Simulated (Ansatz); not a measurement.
Geometry optimisation, RKS B3LYP-D4/def2-SVP (Ansatz).

The input (input.yaml):

```yaml
crystal:
  periodic: [false, false, false]
  atoms:
    - { symbol: In, position_ang: [0.079736, 0.54912, -0.536857] }
    - { symbol: O, position_ang: [-0.012995, 0.150387, 2.614676] }
    - { symbol: H, position_ang: [-0.874318, 0.346508, 3.007999] }
    - { symbol: Cl, position_ang: [1.759586, -0.781678, -1.574004] }
    - { symbol: O, position_ang: [-1.769362, -0.141874, -0.899721] }
    - { symbol: H, position_ang: [-1.738315, -0.960461, -1.415877] }
    - { symbol: Si, position_ang: [0.508902, 2.66018, 0.804237] }
    - { symbol: H, position_ang: [1.562623, 2.388656, 1.828856] }
    - { symbol: H, position_ang: [0.952494, 3.815691, -0.025312] }
    - { symbol: H, position_ang: [-0.737599, 3.036637, 1.532099] }
    - { symbol: H, position_ang: [0.543149, 0.931633, 2.839004] }
basis:
  gaussian: { orbitals: def2-SVP }
hamiltonian:
  xc: b3lyp
  dispersion: d4
relax:
  f_tol: 0.03
  max_steps: 50
```

Run as:

```bash
$ ansatz run input.yaml --threads 4 --pin off --max-ram 5120MiB --backend cpu --events-out ev --progress --plain --runs-dir out
```

Problem. Where does it end, and by what steps?

Solution. The forces met the threshold. After 18 steps the energy has fallen by 0.587 eV; H3 moved furthest, 1.75 Å. Joined: In1–O2 (3.18 → 2.36 Å).

| step | energy less start (eV) | largest force component (eV/Å) | accepted |
| --- | --- | --- | --- |
| 0 | 0.0000 | 0.736 | yes |
| 1 | 0.0044 | 1.783 | no |
| 2 | -0.0487 | 0.856 | yes |
| 3 | -0.1017 | 0.756 | yes |
| 4 | -0.1857 | 0.519 | yes |
| 5 | -0.2713 | 0.341 | yes |
| 6 | -0.3292 | 0.282 | yes |
| 7 | -0.3611 | 0.327 | yes |
| 8 | -0.3754 | 0.958 | yes |
| 9 | -0.4057 | 0.964 | yes |
| 10 | -0.4451 | 0.447 | yes |
| 11 | -0.4843 | 0.836 | yes |
| 12 | -0.5078 | 1.015 | yes |
| 13 | -0.5605 | 0.379 | yes |
| 14 | -0.5708 | 0.199 | yes |
| 15 | -0.5805 | 0.182 | yes |
| 16 | -0.5851 | 0.082 | yes |
| 17 | -0.5864 | 0.086 | yes |
| 18 | -0.5874 | 0.020 | yes |

```xyz
11
Properties=species:S:1:pos:R:3
In 0.264 0.719 0.097
O -0.047 -0.517 2.085
H -0.911 -0.709 1.615
Cl 1.737 -0.642 -1.194
O -1.604 -0.175 0.117
H -1.778 -0.777 -0.620
Si 0.661 3.184 0.695
H 1.786 3.280 1.669
H 1.004 3.960 -0.529
H -0.567 3.759 1.318
H -0.271 -0.086 2.923
```

Whether the end is a true minimum wasn't checked by a vibrational analysis.

Run time: 49 s on 4 threads of Arm Neoverse V1, on a shared host, peak memory 0.33 GiB.
